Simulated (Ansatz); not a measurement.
`C[S][Ge][Cl]`. The species carries charge 0 and has multiplicity 1. Correlated methods include outer-core shells of Ge, which these sets cover unevenly. Scalar relativity is left out up to krypton.

```xyz
7

C    -0.660   -0.625    0.321
S     1.025   -0.374    0.926
Ge    2.078    1.214   -0.212
Cl    0.541    1.835   -1.664
H    -0.761   -1.665    0.011
H    -1.352   -0.420    1.137
H    -0.871    0.035   -0.519
```

Give the diagnostics of a CCSD(T)/def2-TZVPP run (frozen core, the Gaussian-basis code of Ansatz). (An estimate is asked.)

The calculation gave: T1 = 0.0139, largest single amplitude 0.040, largest double 0.055, (T) share of the correlation energy 4.5 %, 10 CCSD cycles. The RHF solution is stable towards an unrestricted one. T1 lies under the customary mark of 0.02 for closed shells.
